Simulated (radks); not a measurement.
The numbers below are computed, except where a source is named.
Task: These are the eigenvalues of the occupied orbitals of an atom or ion with whole-number occupations (eV). Code: a radial shooting solver on a logarithmic mesh with Libxc functionals. Model: non-relativistic Kohn-Sham, r2SCAN, spin-polarised, spherical densities, point nucleus; meta-GGA in the generalised Kohn-Sham scheme.

orbital  eigenvalue
1s up     -3521.502
1s down   -3521.487
2s up     -356.5281
2s down   -356.5147
2p up     -283.7175
2p down   -283.7017
3s up      -36.4528
3s down    -36.4098
3p up      -19.4756
3p down    -19.4255
4s up       -2.5848

Which element is it, and in what charge state? The configuration may be excited. Open shells, if any, are filled with parallel spins first.

Result: Z = 19, potassium, charge 0: K in [Ar] 4s1. The list shows which subshells hold electrons but not how many an open one holds; the 1s level, -129.41 hartree, gives Z - s = 16.1 by -(Z - s)^2/2, which with screening narrows Z to a few neighbours, and the depths of the outer levels then fix element, charge and occupations together.
